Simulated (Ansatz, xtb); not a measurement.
Relative energy of two isomers of CH5BrGeOSi

Structure a: `O=[CH][GeH2][SiH2]Br`, a singlet. Structure b: `O=C[Si@@H]([GeH3])Br`, a singlet. Both are isolated molecules in the gas phase, relaxed with r2SCAN-D4/def2-SVP; the shapes shown needn't be the lowest conformers.

a (Å):

```xyz
10

C     1.2291   -0.6080    0.5454
Br    0.0293    2.8584    4.4966
Ge    0.3947   -0.2019    2.3310
O     1.7644    0.2831   -0.0700
Si    0.8564    2.1202    2.5447
H     1.1977   -1.6534    0.1243
H     1.0457   -1.0611    3.4284
H    -1.1084   -0.5276    2.2979
H     2.3247    2.3693    2.5445
H     0.2064    2.8917    1.4492
```

b (Å):

```yaml
atoms:
  - { symbol: C, position_ang: [-1.5608, 2.3004, -0.0843] }
  - { symbol: Br, position_ang: [1.2798, 0.9521, -1.3913] }
  - { symbol: Ge, position_ang: [-0.9538, -0.9029, 1.1191] }
  - { symbol: O, position_ang: [-2.6209, 2.1330, 0.4758] }
  - { symbol: Si, position_ang: [-0.0567, 1.1749, 0.3958] }
  - { symbol: H, position_ang: [-1.4417, 3.1008, -0.8710] }
  - { symbol: H, position_ang: [0.7188, 1.8828, 1.4602] }
  - { symbol: H, position_ang: [-1.9320, -1.4114, 0.0535] }
  - { symbol: H, position_ang: [-1.6924, -0.7155, 2.4501] }
  - { symbol: H, position_ang: [0.1757, -1.9248, 1.3032] }
```

Task: Estimate which is lower in electronic energy at CCSD(T)/def2-SVP + ΔMP2/def2-TZVPP, and by roughly how much.

Result: Too close to call at this level: CCSD(T)/def2-SVP + ΔMP2/def2-TZVPP gives E(b) − E(a) = −1.56 kcal/mol.

The same difference at several levels:

```json
{"level": "r2SCAN-D4/def2-SVP", "geometry": "r2SCAN-D4/def2-SVP", "E(b) − E(a) (kcal/mol)": "−2.07", "departure from the last row (kcal/mol)": "−0.52", "job, with rough time for the two": "optimisation, 4.1 min"}
{"level": "HF/def2-SVP", "geometry": "r2SCAN-D4/def2-SVP", "E(b) − E(a) (kcal/mol)": "−1.60", "departure from the last row (kcal/mol)": "−0.04", "job, with rough time for the two": "part of the CCSD(T) run"}
{"level": "MP2/def2-SVP", "geometry": "r2SCAN-D4/def2-SVP", "E(b) − E(a) (kcal/mol)": "−2.37", "departure from the last row (kcal/mol)": "−0.81", "job, with rough time for the two": "part of the CCSD(T) run"}
{"level": "CCSD(T)/def2-SVP", "geometry": "r2SCAN-D4/def2-SVP", "E(b) − E(a) (kcal/mol)": "−2.26", "departure from the last row (kcal/mol)": "−0.70", "job, with rough time for the two": "single point"}
{"level": "CCSD(T)/def2-SVP + ΔMP2/def2-TZVPP", "geometry": "r2SCAN-D4/def2-SVP", "E(b) − E(a) (kcal/mol)": "−1.56", "departure from the last row (kcal/mol)": "", "job, with rough time for the two": "single point, 3.3 min"}
```

As drawn, b has 1 C–Si, 1 Ge–H in place of 1 C–Ge, 1 Si–H.

The largest departure from CCSD(T)/def2-SVP + ΔMP2/def2-TZVPP is that of MP2/def2-SVP, 0.81 kcal/mol. Levels run at GFN2-xTB geometries aren't shown. The last row adds to CCSD(T) the change of the MP2 difference between the two basis sets, here +0.70 kcal/mol.

With thermal terms from frequencies at re-optimised GFN2-xTB minima (ideal gas, soft modes damped towards free rotors, one conformer each, 298.15 K, 1 atm): on the last row, ΔE + ΔZPE = −1.09, ΔH = −1.26, ΔG = −0.83 kcal/mol.

The correlated steps freeze 25 core orbitals; the filled d shell of Br and Ge is correlated, in a basis made for valence electrons. Mirror images aren't counted in ΔG. Run with Ansatz 0.2.0, xtb 6.7.1; the last row on 2 threads of Intel(R) Xeon(R) Processor @ 2.50GHz (Skylake/Cascade Lake) on a shared host.
